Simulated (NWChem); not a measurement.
Species: AgF; SMILES [Ag][F]

```xyz
2

Ag     0.0000     0.0000    -0.3242
F      0.0000     0.0000     1.6617
```
Atoms are numbered in this order, from 1.

All runs use the structure optimised with PBE0-D3(BJ)/def2-TZVP. def2 effective core potentials on Ag; no spin-orbit coupling.

### Question
List the 4 lowest vertical singlet excitations from Hartree-Fock/def2-TZVPD with def2 effective core potentials on Ag, CIS (NWChem).

### Answer
```csv
state,energy (eV),oscillator strength,leading excitation (squared amplitude)
S1,4.71,0.001,HOMO → LUMO (0.73)
S2,5.41,0.019,HOMO−1 → LUMO (0.53)
S3,5.41,0.019,HOMO−2 → LUMO (0.53)
S4,7.74,0.007,HOMO−6 → LUMO (0.41)
```
